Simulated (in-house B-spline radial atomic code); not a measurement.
How numerical settings move a run on the tantalum ion Ta²⁺, [Xe] 4f14 5d3. Computed with a B-spline radial code for spherical atoms: Dirac-Hartree-Fock, average of configuration, Fermi nucleus of rms radius 5.3507 fm.

Command:
```bash
python run_scf.py task.json out
```
Settings of the sound reference run:
```
Z                73
electrons        71
configuration    [Xe] 4f14 5d3
hamiltonian      dirac
method           hf
spin_polarised   False
nucleus          fermi
rms_radius       5.3507
mass_number      181
atomic_mass      180.948
speed_of_light   137.036
knot_spacing     0.22
spline_order     8
gauss_points     12
box_radius       22.22
max_iterations   70
damping          0.5
damped_steps     3
diis_vectors     10
tolerance        1e-08
start            Thomas-Fermi
```

Time taken, with all properties: 2.4 s on 1 thread of Arm Neoverse N1, with other jobs on the host.

It converges in 10 iterations to -15615.839890 hartree, with 5d5/2 at -22.7509 eV. The other runs change the listed settings, some to values that make no sense; their results aren't properties of the atom or ion. Radii are in bohr (the nuclear one in fm), a minus after a letter asks for a j subshell, and «unchanged» means within 1e-8 hartree. The run stops when the residual is below 10 × tolerance × max(1, Z/10), or a noise floor if that is larger, and the energy moves by less than 1e-8 × √|E| hartree; so very loose and very tight tolerances often act alike.

```tsv
changed settings	outcome
diis_vectors = 2	converged in 12 iterations, energy unchanged, 5d5/2 level +2.5e-05 eV
knot_spacing = 0.4, max_iterations = 100, damped_steps = 8	converged in 12 iterations, energy +1.67e-02 hartree from the reference, 5d5/2 level -1.6e-04 eV
gauss_points = 5	converged in 10 iterations, energy -2.78e-07 hartree from the reference
speed_of_light = 54.75959	stopped with error: Z/c is past the critical charge
tolerance = 1e-06	converged in 8 iterations, energy unchanged, 5d5/2 level -1.2e-04 eV
electrons = 79, configuration = [Xe] 4f14 5d11, max_iterations = 50	stopped with error: shell 5d holds at most 10 electrons
diis_vectors = 1	not converged after 70 iterations, last residual 4.4e+00, last energy +6.86e+02 hartree from the reference
gauss_points = 4	converged in 10 iterations, energy +9.27e-06 hartree from the reference
max_iterations = 75, damping = 0.8, diis_vectors = 1, tolerance = 1e-05, start = bare nucleus	not converged after 75 iterations, last residual 4.4e+00, last energy +2.55e+02 hartree from the reference
electrons = 72, configuration = [Xe] 4f14 5d3 6p-1, max_iterations = 50	converged in 11 iterations to -15616.1862 hartree, a different physical problem
knot_spacing = 0.55, gauss_points = 16, max_iterations = 60, diis_vectors = 0	converged in 23 iterations, energy +2.29e+00 hartree from the reference, 5d5/2 level -5.0e-02 eV
```

(1) What happens with diis_vectors = 4?

(2) What happens with diis_vectors = 0?

(3) What happens with diis_vectors = 20?

(4) What happens with gauss_points = 3?

Results:

(1) Converged in 11 iterations, energy unchanged, 5d5/2 level +1.2e-05 eV.

(2) Converged in 21 iterations, energy unchanged, 5d5/2 level +1.4e-05 eV.

(3) Converged in 10 iterations, energy unchanged.

(4) Converged in 10 iterations, energy +2.32e-03 hartree from the reference, 5d5/2 level +1.9e-05 eV.
